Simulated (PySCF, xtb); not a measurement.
Si(H)2(Me)2 (C2H8Si), SMILES C[SiH2]C.

GFN2-xTB in xtb 6.7.1 at its own geometry gives an orbital gap of 6.47 eV and a dipole moment of 0.45 D.

Geometry: B3LYP-D3(BJ)/def2-SVP. The isomer is the one that the SMILES or the coordinates give; other isomers of the formula were not compared.

### Question
What does B3LYP/def2-TZVPD in PySCF give? (The exact figures need the calculation; the answer reports its results.)

### Answer
gap 8.62 eV (levels -8.57 and 0.06 eV), dipole 0.73 D.
